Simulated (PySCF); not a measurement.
(E)-1-chloro-1-fluoroprop-1-ene (C3H4ClF), SMILES C/C=C(\F)Cl. Coordinates come from a PBE-D3(BJ)/def2-SVP optimisation.

Problem. Give the equilibrium geometry at PBE-D3(BJ)/def2-SVP (PySCF confirms it by a frequency run) as Cartesian coordinates in Å, and its point group. (The exact figures need the calculation; the answer reports its results.)

Solution. point group Cs.
```xyz
9

C      0.2674    -2.4040     0.0000
C      0.7086    -0.9724     0.0000
C     -0.1368     0.0725     0.0000
F     -1.4683    -0.0657     0.0000
Cl     0.3481     1.7369     0.0000
H      0.6568    -2.9422     0.8905
H     -0.8352    -2.4914     0.0000
H      0.6568    -2.9422    -0.8905
H      1.7828    -0.7362     0.0000
```
